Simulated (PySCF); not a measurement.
H3MgNSe. Atoms are numbered in the order given.

```xyz
6

Mg    -0.0006    -1.1923     0.0000
N      0.0001    -3.0756     0.0000
H     -0.0028    -3.6731    -0.8143
H     -0.0028    -3.6731     0.8143
Se     0.0425     1.2330     0.0000
H     -1.4315     1.2618     0.0000
```
Charge 0, spin multiplicity 1.

Geometry: B3LYP-D3(BJ)/def2-TZVP. Other conformers were not sampled.

All values below come from r2SCAN/def2-TZVPD run with PySCF.

Symmetry labels are those of the subgroup Cs that the program uses (full group Cs).

Computed valence orbital energies around the gap with their symmetry:
```tsv
orbital	symmetry	energy (eV)
HOMO−7	A'	-20.60
HOMO−6	A'	-17.30
HOMO−5	A"	-11.21
HOMO−4	A'	-9.51
HOMO−3	A'	-8.76
HOMO−2	A'	-6.99
HOMO−1	A"	-5.91
HOMO	A'	-5.47
LUMO	A'	-1.47
LUMO+1	A'	-0.38
LUMO+2	A"	-0.21
LUMO+3	A'	0.08
```
